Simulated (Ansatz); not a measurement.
Basis-set extrapolation for AlFH₄SSi, SMILES `F[SiH]([AlH2])S` (PBE0-D4/def2-TZVP geometry, frozen core, Ansatz 0.2.0). Multiplicity 1, RHF reference.

```csv
,def2-TZVPP,def2-QZVPP
HF,-1030.296831,-1030.329064
MP2 correlation,-0.633557,-0.689824
CCSD(T) correlation,-0.704912,not run
```

Energies in hartree. Use E(X) = E(∞) + A·exp(−7.88·√X) for Hartree–Fock and E(X) = E(∞) + B·X^(−2.97) for correlation, with X = 3 and 4, and add CCSD(T) minus MP2 of the smaller set to the MP2 limit.

Problem. What is the CCSD(T) energy at the basis-set limit?

Solution. HF limit: -1030.329064 + (-0.032233) × 0.13774 = -1030.33350. MP2 limit: -0.689824 + (-0.056267) × 0.74074 = -0.73150. Higher-order term: -0.704912 − (-0.633557) = -0.07135. Total: -1031.13635 hartree, 353.4 kJ/mol below CCSD(T)/def2-TZVPP.
